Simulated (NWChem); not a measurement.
## Total energies of HSe

```xyz
2

Se     0.0000     0.0000     0.0421
H      0.0000     0.0000    -1.4314
```
Charge 0, spin multiplicity 2.

Everything below was run with NWChem. The geometry was optimised at UPBE0/def2-SVP, a minimum by its harmonic frequencies.

Basis set: STO-3G (19 functions).

| method | total energy (Ha) |
|---|---|
| UHF | -2374.09921 |
| UMP2 | -2374.11290 |
| UB2PLYP | -2375.09355 |
| UPBE | -2374.98609 |
| UB3LYP | -2375.40423 |
| UCAM-B3LYP | -2375.47652 |

Total energies of different functionals aren't comparable as a measure of quality: only differences taken within one method are. 

The Hamiltonian is non-relativistic. The correlated methods keep 9 core orbitals frozen. B3LYP has NWChem's definition, with VWN1-RPA local correlation. The structure started from a generated list of species. The unpaired electrons of the parent sit in orbitals of symmetry b2 (C2v labels of the run); other states weren't searched. The stability of the SCF solutions was not checked. Open-shell Hartree-Fock references start from PBE0 orbitals.
